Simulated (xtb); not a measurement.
Sn(Cl)2(Br)(NH2) (BrCl2H2NSn), SMILES [Sn]([Br])([Cl])([NH2])[Cl]. All values are semi-empirical tight-binding results from xtb (GFN2-xTB unless named), good for trends rather than for accurate numbers. Geometry optimised at GFN2-xTB. Other conformers were not sampled.

Optimised geometry:

```xyz
7

N      2.3293    -0.3228    -0.4736
Sn     0.3073     0.0603    -0.3448
Cl    -0.7453    -1.1726    -1.9788
Cl    -0.0123     2.3090    -0.7252
Br    -0.6908    -0.5431     1.9029
H      2.5344    -1.2974    -0.2758
H      2.8531     0.2306     0.1974
```

For metal compounds this method's bond lengths and energies can be far off.

The orbital gap is 2.21 eV, the zero-point energy is 16.4 kcal/mol and the G − E(el) at 298.15 K (modified RRHO) is -7.4 kcal/mol.

Question: Give the atomic charges and the Wiberg bond orders between heavy atoms. (An estimate is asked for; the answer gives what the named calculation found.)

Answer: charges (e) N1 -0.38, Sn2 0.46, Cl3 -0.14, Cl4 -0.14, Br5 -0.17, H6 0.18, H7 0.18. Bond orders N1–Sn2 0.74, Sn2–Cl3 0.83, Sn2–Cl4 0.83, Sn2–Br5 0.73.
